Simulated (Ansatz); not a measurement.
System: H$_{4}$BSiO, charge 0, doublet. H4BSiO (SMILES [SiH3]O[BH], doublet).
B3LYP-D3(BJ)/def2-TZVP minimum from Ansatz (a program for electronic structure):
```
Si
O 1 1.6697
B 2 1.3251 1 139.12
H 3 1.2056 2 124.29 1 0.00
H 1 1.4755 2 107.55 3 -120.48
H 1 1.4755 5 110.51 2 117.13
H 1 1.4796 5 110.71 6 123.03
```
Charge 0, spin multiplicity 2.

Atomisation energy term by term, kcal/mol (programs: Ansatz). Open shells are spin-unrestricted; no spin-orbit coupling. Cores are frozen in correlated methods. Rows without X2C or -DK are non-relativistic. CBS(X,Y): correlation extrapolated as X^-3, Hartree-Fock from the larger set. A bracket is a step between two methods taken in the basis named. 'core' is core correlation in cc-pwCVTZ (1s frozen past Ne), 'X2C' scalar relativity in cc-pVTZ-DK, both at CCSD(T). For partners of very few electrons the exact lower level stands in for a higher one.

| term | basis | kcal/mol |
|---|---|---|
| Hartree-Fock | cc-pV(Q+d)Z | 430.32 |
| CCSD correlation | CBS(cc-pV(T+d)Z,cc-pV(Q+d)Z) | 118.49 |
| (T) | CBS(cc-pV(T+d)Z,cc-pV(Q+d)Z) | 6.54 |
| CCSDT(Q) - CCSD(T) | cc-pV(D+d)Z | 0.42 |
| core correlation | cc-pwCVTZ | 1.09 |
| scalar relativity | X2C, cc-pVTZ-DK | -1.08 |
| sum: De |  | 555.8 |
